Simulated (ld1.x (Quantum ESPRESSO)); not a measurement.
**Zn: PAW pseudisation with PW91, scalar-relativistic reference atom.**

| Item | Value |
| --- | --- |
| Element | zinc |
| Generator | ld1.x (Quantum ESPRESSO) 7.5 |
| Type | PAW |
| Functional | PW91 |
| Relativity | scalar-relativistic |
| Frozen core | [Ne] 3s2 |
| Valence charge | 18 |
| Reference configuration | 3p6 3d10 4s1.75 4p0.25 |
| Partial waves | 4s (bound): rcut 1.40, rcutus 1.95 bohr; 4s channel at 0.35 Ry: rcut 1.40, rcutus 1.95 bohr; 3p (bound): rcut 1.00, rcutus 1.15 bohr; 4p (bound): rcut 1.00, rcutus 1.15 bohr; 3d (bound): rcut 0.85, rcutus 0.90 bohr; 3d channel at 0.05 Ry: rcut 0.85, rcutus 0.90 bohr |
| Local potential | all-electron potential smoothed inside 1.15 bohr (lloc = -1) |
| Core correction | Bessel-smoothed model core, default radius (core density twice the valence density) |
| Augmentation charge | BG, radius 0.90 bohr |

* Cutoffs needed: 180 Ry and 300 Ry (the cutoffs (Ry, on a coarse ladder) from which the occupation-weighted sum of valence levels, in a spherical-Bessel basis at the reference potential, stays within 10 and 1 mRy of its value at 400 Ry)
* Ghost test: ghost state, extra bound levels that the all-electron valence spectrum of the same l lacks: s at -38.8 eV; a true bound ghost makes a file unfit for plane-wave use (spherical-Bessel basis up to 400 Ry, 20 bohr box)
* Largest excitation error: +76 meV (all-electron minus pseudo) for 3p6 3d10 4s0 4p0, out of 7 test configurations
* Lowest eigenvalue of the overlap operator: 0.15 (p channel)
